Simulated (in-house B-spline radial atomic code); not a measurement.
# RPA and G0W0 on LDA VWN5: Pd⁵⁺

Configuration [Kr] 4d5, highest spin, mean-field start LDA VWN5. Computed with an all-electron radial atomic-structure program (B-spline basis): all electrons, scalar-relativistic (spin-free one-electron X2C), finite nucleus, each spin shell either full or empty, empty states to l = 9 with an (l + 1/2)⁻⁴ tail; G0W0 by contour deformation at full frequency.

Command:
```bash
python run_gw.py task.json out
```
Settings (radii: box in bohr, nucleus in fm):
```
Z                        46
electrons                41
configuration            [Kr] 4d5
hamiltonian              x2c
method                   lda,vwn
lmax                     9
rms_radius               4.5318
spin_polarised           True
box_radius               10.43
intervals                67
```

Run time, properties included: 6 s on 1 thread of Arm Neoverse N1, on a shared host.

Energies (hartree):

```json
{"term": "mean-field total", "value": "-5033.60267"}
{"term": "Hartree-Fock functional on these orbitals", "value": "-5036.79811"}
{"term": "direct second order", "value": "-3.5355"}
{"term": "second-order exchange", "value": "1.0174"}
{"term": "SOSEX correction", "value": "0.95432"}
```

(1) What is the RPA correlation energy, and what remains with SOSEX?

Quasi-particle levels (eV):

```csv
level,occupied,mean field,Σx - vxc,Σc,QP weight,G0W0
4d up,yes,-75.94,-9.07,?,?,?
4p down,yes,-123.35,-9.68,0.02,0.940,-133.01
4d down,no,-71.55,11.90,-4.04,0.955,-63.70
```

G0W0 = mean field + (Σx - vxc) + Σc, with Σc (partial-wave tail included) taken at the quasi-particle energy. Only the outer levels were computed. Levels of low weight are left out.

(2) Where does G0W0 put 4d up?

Results:

(1) RPA gives -3.154 hartree (-2.09 eV per electron); RPA + SOSEX gives -2.1997, and the second-order doubles -2.5182 hartree (no singles). RPA lacks exchange-type terms and so overcorrelates at short range.

(2) At -85.04 eV, with Σc = -0.03 eV and a quasi-particle weight of 0.955. The tabulated removal energy is 84.1 ± 2 eV (NIST, tabulated theory); the calculation leaves out spin-orbit coupling, Breit and QED terms, and what these don't explain is the method's own error.
